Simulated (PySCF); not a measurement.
Telling isomers of C6H11B apart by NMR

Level of theory: J: B3LYP/pcJ-1 (spin–dipole term left out of most H,H and C,H couplings), NMR shieldings at PBE0/pcSseg-1/GIAO, PBE0-D3(BJ)/def2-SVP geometry, in PySCF 2.14.0 with density-fitted response routines (no relativistic terms, rapidly exchanging positions averaged, single conformer, no solvent model).

Referencing at the same level of theory: TMS for 1H (31.27 ppm) and 13C (184.41 ppm). Multiplet labels drop J under 1 Hz and among equivalent protons, and merge close values. Unscaled 3J(H,H) run several per cent high. Couplings to H on boron are left out. Carbons bonded to boron are broad in practice. Shifts are as computed. Against solution values, carbons near 30 ppm lie about +2 ppm off and those near 130 ppm about +5 ppm. Of 1309 compounds with measured shifts, 239 miss one by over three times the rms of a fit or turn the order of signals round; such compounds aren't used in these exercises.

(1) Tabulate the signals of `CC=C=CB(C)C`, `B/C(=C\C)C(=C)C`, `CC#CCB(C)C` and their relative energies.

(2) What is the quickest way to tell B/C(=C\C)C(=C)C from CC#CCB(C)C?

(3) What is the quickest way to tell CC=C=CB(C)C from B/C(=C\C)C(=C)C?

(4) What is the quickest way to tell CC=C=CB(C)C from CC#CCB(C)C?

Results:

(1) 
```json
{"SMILES": "CC=C=CB(C)C", "carbon types": "1×C 2×CH 3×CH3", "δC": "234.5, 97.0, 85.0, 15.3, 12.9", "δH": "5.80 (dq, 1H), 5.20 (qd, 1H), 1.76 (dd, 3H), 0.85 (s, 6H)", "E rel. (kcal/mol)": "0.0"}
{"SMILES": "B/C(=C\\C)C(=C)C", "carbon types": "2×C 1×CH 1×CH2 2×CH3", "δC": "164.9, 151.3, 150.5, 124.4, 22.7, 21.7", "δH": "7.42 (br, 2H), 6.97 (qd, 1H), 6.36 (d of sept, 1H), 5.49 (oct of d, 1H), 2.41 (dt, 3H), 1.90 (t, 3H)", "E rel. (kcal/mol)": "16.3"}
{"SMILES": "CC#CCB(C)C", "carbon types": "2×C 1×CH2 3×CH3", "δC": "83.8, 80.6, 23.2, 15.1, 4.8", "δH": "2.14 (q of sept, 2H), 1.85 (t, 3H), 0.97 (t, 6H)", "E rel. (kcal/mol)": "5.1"}
```

Energies are electronic energies at PBE0/pcSseg-1 on these geometries, without zero-point or thermal terms, each for the one conformer computed, which needn't be the lowest.

(2) Count the carbon signals: 6 against 5. The first has an alkene CH at 164.9 ppm, the second an alkyne carbon (C) at 83.8 ppm. In the proton spectra the most deshielded non-exchanging signals are 7.42 (br, 2H) and 2.14 (q of sept, J = 3.7, 1.5 Hz, 2H).

(3) Count the carbon signals: 5 against 6. The first has a central carbon of an allene (C) at 234.5 ppm, the second an alkene CH at 164.9 ppm. In the proton spectra the most deshielded non-exchanging signals are 5.80 (dq, J = 7.8, 4.7 Hz, 1H) and 7.42 (br, 2H).

(4) Both give the same number of carbon signals, but DEPT or the intensities differ. The first has a central carbon of an allene (C) at 234.5 ppm, the second an alkyne carbon (C) at 83.8 ppm. In the proton spectra the most deshielded non-exchanging signals are 5.80 (dq, J = 7.8, 4.7 Hz, 1H) and 2.14 (q of sept, J = 3.7, 1.5 Hz, 2H).
